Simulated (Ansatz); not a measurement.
Reaction (SMILES): O[SiH2]O [dihydroxysilane] → [O-][SiH2]O + H+
Structures are relaxed separately at B3LYP-D3(BJ)/def2-TZVP in Ansatz (an electronic-structure program), one conformer each, not searched for the lowest.

Wanted: gas-phase deprotonation energy (electronic energy difference), in eV. Valence correlation only, unless marked. No spin-orbit coupling. Non-relativistic. Anions need diffuse functions: aug- sets have them; def2-D sets add few; the other sets have none. CBS marks a two-point X^-3 extrapolation of the correlation energy; Hartree-Fock from the larger set.

```tsv
level	program	gas-phase deprotonation energy (eV)	minus last row
HF/6-31G*	Ansatz	16.12	0.51
revPBE-D3(BJ)/def2-TZVPD	Ansatz + dftd3	15.54	-0.07
MP2/aug-cc-pV(T+d)Z	Ansatz	15.50	-0.11
MP2/CBS(aug-cc-pV(T+d)Z,aug-cc-pV(Q+d)Z)	Ansatz	15.49	-0.12
RI-MP2/cc-pV(T+d)Z	Ansatz	15.79	0.18
CCSD(T)/cc-pVTZ	Ansatz	15.93	0.32
CCSD(T)/CBS(aug-cc-pV(T+d)Z,aug-cc-pV(Q+d)Z)	Ansatz	15.61	0.00
```
